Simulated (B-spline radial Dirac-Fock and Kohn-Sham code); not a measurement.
# Satellites and hypersatellites of the K lines of Nb⁵⁺

System: the Nb⁵⁺ ion, configuration [Ar] 3d10 4s2 4p6, inside a Watson sphere of charge -5 and radius 2.2 Å (a model of the Madelung potential; inside it an electron's potential energy is raised by 32.7 eV).

Model: Dirac-Fock energy differences between relaxed states, corrected for Breit and QED terms. Program: a radial B-spline solver. Each two-hole energy is an average over J within one jj subconfiguration, not an observable level; in light atoms, where LS coupling holds, the j-resolved values are not observed lines, and for a K spectator the Kα1 hypersatellite is nearly forbidden. Electron correlation is not included.

Lines without a spectator: Kα2 (K-L2) 16518.8 eV, Kα1 (K-L3) 16613.0 eV, Kβ3 (K-M2) 18604.5 eV, Kβ1 (K-M3) 18620.2 eV. Shifts in eV with one spectator hole (a dash: not computed, or left out as unreliable):

| spectator hole | Kα2 | Kα1 | Kβ3 | Kβ1 |
| --- | --- | --- | --- | --- |
| K (1s) | +454.0 | +463.4 | +575.6 | +577.5 |
| L2 (2p1/2) | +47.2 | +58.7 | – | +128.0 |
| L3 (2p3/2) | +49.3 | +48.4 | +117.8 | – |
| M2 (3p1/2) | – | +5.59 | +13.72 | +16.90 |
| M3 (3p3/2) | +4.46 | – | +15.03 | +14.46 |
| M4 (3d3/2) | +0.17 | -1.76 | – | – |
| M5 (3d5/2) | -2.03 | -0.69 | – | – |

With n spectator holes in 2p, averaged over the 2p shell (energies in eV):

```csv
n,KαLⁿ,step,hypersatellite KαʰLⁿ
0,16581.6,–,17041.9
1,16632.9,+51.3,17094.5
2,16685.4,+52.5,17148.4
3,16739.2,+53.7,17203.5
4,16794.1,+55.0,17259.9
5,16850.3,+56.2,17317.4
```
